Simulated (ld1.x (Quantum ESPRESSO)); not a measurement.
Scattering properties, TM semilocal potential for lutetium

* Element: lutetium
* Generator: ld1.x (Quantum ESPRESSO) 7.5
* Type: norm-conserving Troullier–Martins (semilocal form)
* Functional: PBE
* Relativity: scalar-relativistic
* Frozen core: [Kr] 4d10
* Valence charge: 25
* Reference configuration: 4f13 5s2 5p6 5d2 6s2 6p0
* Partial waves: 5s (bound): rc 2.00 bohr; 5p (bound): rc 1.35 bohr; 5d (bound): rc 3.15 bohr; 4f (bound): rc 1.05 bohr
* Local potential: the f channel
* Core correction: Bessel-smoothed model core inside 1.05 bohr

Occupied shells without a wave of their own: 6s. They enter only through the test configuration that unscreens the potential, and ld1.x also counts them in the model core charge.

The phase is arctan(r·u′/u) with u = r·R(r), unwrapped; energies in Ry, scanned from -7 to 5 Ry. A pole is an energy at which the radial function vanishes at the test radius. The pseudo phase is shifted by a multiple of π to meet the all-electron one at the reference energy, and phase errors are pseudo minus all-electron; the curves can meet again beyond the range given. Levels narrower than the energy grid can be missing from the lists of poles. n/a: not evaluated, since a narrow level or a reset projector energy made the automatic matching unsafe.

**Question.** For each channel, where are the poles, and over which energies does the pseudopotential scatter like the atom?

**Answer.**

```
channel  radius (bohr)  reference energy (Ry)  poles, all-electron  poles, pseudo  unbroken range about the reference energy with phases within 0.05 rad  phase error 1 Ry above the reference energy (rad)
      s           3.38                  -4.79                 0.74     0.08, 4.01                                                                    n/a                                                n/a
      p           3.38                  -2.56          -2.54, 1.78    -2.56, 1.74                                       not even at the reference energy                                             -0.001
      d           3.38                  -0.21           0.10, 3.71     0.08, 3.91                                       not even at the reference energy                                             +0.015
      f           3.38                  -1.23                 2.48           2.50                                                                    n/a                                                n/a
```

A Bessel basis up to 400 Ry misses an occupied level by 0.02 Ry, so cutoffs and ghosts were not judged. The potential misses its own reference levels by up to 2.3 eV, so it is not fit for use. ld1.x takes every shell without a wave as core, so the model core holds the 6s electrons as well and exchange and correlation see them twice. This cancels in the reference configuration, but the file is broken for other ones, and its errors say nothing about a proper core correction.

Phases in the s channel:

```
E (Ry)  all-electron  pseudo
 -7.00         1.453   1.453
 -6.74         1.450   1.450
 -6.48         1.448   1.448
 -6.22         1.445   1.445
 -5.96         1.442   1.442
 -5.70         1.438   1.438
 -5.44         1.434   1.434
 -5.18         1.430   1.429
 -4.92         1.422   1.421
 -4.66        -1.714  -1.716
 -4.40        -1.723  -1.723
 -4.14        -1.729  -1.730
 -3.88        -1.736  -1.736
 -3.62        -1.744  -1.744
 -3.36        -1.752  -1.753
 -3.10        -1.762  -1.763
 -2.84        -1.774  -1.775
 -2.58        -1.788  -1.790
 -2.32        -1.805  -1.808
 -2.06        -1.828  -1.832
 -1.80        -1.858  -1.866
 -1.54        -1.900  -1.916
 -1.28        -1.966  -2.004
 -1.02        -2.083  -2.197
 -0.76        -2.342  -2.857
 -0.50        -3.077  -4.123
 -0.24        -4.046  -4.537
  0.02        -4.424  -4.688
  0.28        -4.580  -4.776
  0.54        -4.666  -4.845
  0.80        -4.723  -4.916
  1.06        -4.769  -5.008
  1.32        -4.810  -5.162
  1.58        -4.852  -5.508
  1.84        -4.900  -6.402
  2.10        -4.963  -7.204
  2.36        -5.057  -7.500
  2.62        -5.226  -7.632
  2.88        -5.611  -7.707
  3.14        -6.476  -7.756
  3.40        -7.176  -7.793
  3.66        -7.458  -7.821
  3.92        -7.590  -7.846
  4.18        -7.666  -7.868
  4.44        -7.715  -7.889
  4.70        -7.751  -7.910
  4.96        -7.778  -7.933
```
